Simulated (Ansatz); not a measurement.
```xyz
10

C     1.7246    0.5850    1.0318
N     0.6433    0.5428    0.4261
B    -0.5420    0.4976   -0.2371
C    -1.1615   -0.8532   -0.7540
H     2.6747    0.7096    0.5022
H     1.7752    0.5014    2.1224
H    -1.0928    1.5520   -0.4071
H    -2.1543   -1.0004   -0.3162
H    -0.5525   -1.7309   -0.5311
H    -1.3147   -0.8038   -1.8370
```

Charge 0, multiplicity 1.

Question: List the ωB97M-V/def2-TZVPP orbital energies in eV (Ansatz). (An estimate is asked.)

Answer: The calculation gave: Occupied: -395.00, -283.18, -280.41, -187.30, -28.45, -22.17, -20.80, -17.35, -16.00, -14.44, -13.33, -13.26, -12.47, -10.53, -9.90. Lowest empty: 1.40, 2.33, 2.55, 3.30, 3.71, 4.36, 4.56, 5.29.
